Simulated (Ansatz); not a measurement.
Pt4Au⁺, relaxed as a singlet with RKS r2SCAN-D4/def2-SVP in Ansatz, starting from the GFN1-xTB geometry. Force threshold 0.02 eV/Å.

In the def2 sets Au, Pt take a core potential; there is no spin–orbit coupling. The restricted singlet is unstable towards broken spin symmetry at other levels; at r2SCAN-D4/def2-SVP this wasn't settled. The structure comes from a short search, and lower isomers may exist.

Start:

| atom | x (Å) | y (Å) | z (Å) |
| --- | --- | --- | --- |
| Pt1 | 1.554 | 0.105 | -1.526 |
| Pt2 | -1.999 | 0.806 | 0.335 |
| Pt3 | 0.192 | -0.243 | 0.461 |
| Pt4 | -0.769 | 0.520 | -1.664 |
| Au5 | 1.022 | -1.187 | 2.395 |

```
step  energy (eV)  largest force component (eV/Å)  SCF passes
   1  -16682.5983                           3.260         106
   2  -16683.3267                           0.930          43
   3  -16683.6851                           0.670          37
   4  -16683.9121                           0.352          37
   5  -16683.9800                           0.185          40
   6  -16683.9878                           0.164          30
   7  -16684.0049                           0.069          31
   8  -16684.0108                           0.080          31
   9  -16684.0139                           0.340          39
  10  -16684.0282                           0.071          33
  11  -16684.0286                           0.027          30
  12  -16684.0287                           0.004          28
  13  -16684.0287                           0.003          30
```

Force components are those of the run's own axes.

End:

| atom | x (Å) | y (Å) | z (Å) |
| --- | --- | --- | --- |
| Pt1 | 1.2061 | 0.7512 | -1.0885 |
| Pt2 | -1.2731 | 1.2404 | 0.2110 |
| Pt3 | -0.0208 | -0.9390 | 0.3139 |
| Pt4 | -1.0125 | 0.1155 | -1.9752 |
| Au5 | 1.1002 | -1.1682 | 2.5388 |

Bonds formed: Pt1–Pt2 (atoms count from 1).

The force fell under the threshold at step 12, but the optimiser went on. No frequencies were taken in this run, so the end may be a saddle point.

Run time 1.9 min (4 threads of Intel Xeon on a shared host).
